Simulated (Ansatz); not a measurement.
Program: Ansatz. Geometries: PBE0-D4/def2-TZVP. ΔE: electronic, gas phase. CCSD(T)/CBS is the MP2 limit (def2-TZVPP, def2-QZVPP) plus CCSD(T) − MP2 in def2-TZVPP, frozen cores. This one scheme is used for every species. Functionals use def2-TZVPP. Each species was taken in one conformer, which may not be the lowest.

`O=CB(S)Cl` + `C=CN[SiH3]` → `C=CN([SiH3])C=O` + `SBCl`  (substitution at a C–B bond)

```tsv
species	B2PLYP energy (Eh)
`O=CB(S)Cl`	-997.54392
`C=CN[SiH3]`	-424.48244
`C=CN([SiH3])C=O`	-537.78896
`SBCl`	-884.25824
```

Work out ΔE.

ΔE = (-537.78896) + (-884.25824) − (-997.54392) − (-424.48244) = -0.02084 Eh = -54.7 kJ/mol. CCSD(T)/CBS gives -53.8 kJ/mol.

Largest T1 diagnostic among the species: 0.015.

The D4 term adds −3.8 kJ/mol with B3LYP and −2.1 kJ/mol with PBE0; it sums over pairs of atoms, weighted by their polarisabilities, and B3LYP, whose exchange is more repulsive, gets the larger term.

B3LYP here is the variant with VWN-RPA as its local correlation; programs differ in this.
